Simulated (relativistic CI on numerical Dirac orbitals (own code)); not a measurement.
**Re⁶³⁺: sensitivity of the levels to the model**

Base calculation: Dirac-Coulomb-Breit CI, KLI orbitals optimised for each configuration, model QED (radiative potential, 1s self-energy scaled to tabulated hydrogen-like ionisation energies), unscaled Slater integrals.

Configurations in the expansion (outside the closed core [Ne]): 3s2, 3s 3p, 3p2, 3s 3d, 3d2, 3p 3d, 3p 4s, 3d 4s, 3s 4s, 3s 4p, 3s 4d, 3s 4f, 3s 5s, 3s 5p, 3s 5d, 4s2, 3s 5f, 3s 5g, 3s 6s, 3s 6p, 3s 6d. Levels of other configurations are missing.

Variants: (1) Breit term removed. Shifts of the energy above 3s2 1S_0, in eV, for the lowest level and the first level of each name with at least 55 % of one term (blank where a level changes its place among those of its configuration and J or its character, or is not in the variant):

| Level | Base | Δ(1) |
| --- | --- | --- |
| 3s2 1S_0 | 0.00 | 0.00 |
| 3s 3p 3P°_0 | 142.40 | -4.47 |
| 3s 3p 3P°_1 | 158.62 | -4.06 |
| 3p2 3P_0 | 340.81 | -9.00 |
| 3s 3p 3P°_2 | 535.74 | +0.25 |
| 3s 3p 1P°_1 | 574.21 | +0.01 |
| 3p2 1D_2 | 717.15 | -3.06 |
| 3p2 3P_1 | 719.46 | -4.53 |
| 3s 3d 3D_1 | 753.79 | +1.43 |
| 3s 3d 3D_2 | 767.52 | +1.23 |
| 3s 3d 3D_3 | 842.41 | +4.29 |
| 3s 3d 1D_2 | 860.40 | +3.62 |
| 3p 3d 3F°_2 | 907.28 | -2.62 |
| 3p2 3P_2 | 1120.32 | +0.17 |

At this charge energies of transitions that change n are usually good to better than 1 %, and those within a shell (Δn = 0) to a few per cent.

Ionisation energy from the two ground configurations alone: base 7229.82 eV; Breit term removed 7236.42 eV. The NIST ASD value (theoretical) is 7230 eV.

LS names give the leading component of a level, which can be under half, so a name can repeat, a term be missing and a line seem to break the LS rules.
